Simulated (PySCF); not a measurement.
Finite-field polarisability of As⁻ (arsenic, charge -1)

[Ar] 3d10 4s2 4p4, high-spin 3P determinant. Computed with PySCF 2.14 in aug-cc-pVQZ-PP with ECP10MDF, with scalar relativity through the core potential. Frozen: 3s2 3p6 3d10. Energy changes in a uniform field (μhartree):

```tsv
axis	F (au)	HF	MP2	CCSD	CCSD(T)
x	0.0017	-106.049	-115.063	-114.473	-117.844
x	0.0034	-424.562	-460.707	-458.430	-471.966
y	0.0012	-100.861	-100.494	-103.382	-106.648
y	0.0024	-406.483	-398.559	-414.662	-427.276
```

By symmetry the remaining axis equals x.

Q: Derive α along x at CCSD(T) from the two fields.

A: With ΔE = −αF²/2 − γF⁴/24, α = −(16 ΔE(F) − ΔE(2F))/(6F²) = 81.52 bohr³.

Q: And the mean polarisability at each level?

A: The components xx, yy, zz at CCSD(T) are 81.52, 148.0, 81.52, the third axis being equal by symmetry to one of the two computed. Means: HF 95.49, MP2 99.72, CCSD 100.6, CCSD(T) 103.7 bohr³.

The polarisability of an anion needs two sets of diffuse s and p functions; this basis lacks them, so these values show the method and not the converged property.
